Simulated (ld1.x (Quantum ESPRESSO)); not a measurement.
## Pt (Z = 78), TM: configuration errors across variants

platinum (Pt), norm-conserving Troullier–Martins (Kleinman–Bylander form), made with ld1.x (Quantum ESPRESSO) 7.5 (PBE, scalar-relativistic). Core [Kr] 4d10 4f14, reference 5s2 5p6 5d9 6s1 6p0. Waves: 5p (bound): rc 1.80 bohr; 5d (bound): rc 1.65 bohr; 5s (bound): rc 1.70 bohr. Local part: the s channel. Core correction: none.

Occupied shells without a wave of their own: 6s. They enter only through the test configuration that unscreens the potential.

All-electron excitation energies from the reference (eV): (1) 5s2 5p6 5d9 6s0 6p0 9.194; (2) 5s2 5p6 5d8 6s0 6p0 29.160; (3) 5s2 5p6 5d7 6s0 6p0 61.376; (4) 5s2 5p6 5d8 6s1 6p0 11.167; (5) 5s2 5p6 5d6 6s0 6p0 107.029; (6) 5s2 5p6 5d10 6s0 6p0 -0.018.

For the base: The 6s level has no wave, so the channel is fitted at the deeper level alone: the likely source of the large errors.

Tests that are not counted but printed errors over 1 eV. “base”: 5s1 5p6 5d9 6s1 6p0 (solver errors, printed error -2.2 eV). “wave 5d (bound): rc 1.65 bohr becomes 5d (bound): rc 1.48 bohr”: 5s1 5p6 5d9 6s1 6p0 (solver errors, printed error -2.2 eV).

7 further variants failed, have other tests or another functional or relativity, and are left out.

The file “base” misses its own reference levels by 6.7 eV. The file “all radii scaled by about 0.83 (s 1.42, p 1.50, d 1.38 bohr)” misses its own reference levels by 1.4 eV. The file “wave 5p (bound): rc 1.80 bohr becomes 5p (bound): rc 1.20 bohr” misses its own reference levels by 6.7 eV. The file “wave 5d (bound): rc 1.65 bohr becomes 5d (bound): rc 1.48 bohr” misses its own reference levels by 6.7 eV.

Errors AE − PS in meV (a dash: test not solved or not reliable):

| change | (1) | (2) | (3) | (4) | (5) | (6) | bound ghosts |
| --- | --- | --- | --- | --- | --- | --- | --- |
| base | +5781 | +3479 | +739 | +10958 | -2372 | +7539 | not determined |
| all radii scaled by about 0.83 (s 1.42, p 1.50, d 1.38 bohr) | -1736 | -2357 | -3091 | -35 | -3923 | -1258 | none |
| wave 5p (bound): rc 1.80 bohr becomes 5p (bound): rc 1.20 bohr | +5784 | +3479 | +736 | +10943 | -2380 | +7543 | not determined |
| wave 5d (bound): rc 1.65 bohr becomes 5d (bound): rc 1.48 bohr | +5781 | +3479 | +740 | +10959 | -2369 | +7539 | not determined |

(1) Give the same row for: wave 5s (bound): rc 1.70 bohr becomes 5s (bound): rc 1.22 bohr.

Answers

(1) -517, -713, -945, -10, -1208, -366; bound ghosts: none.
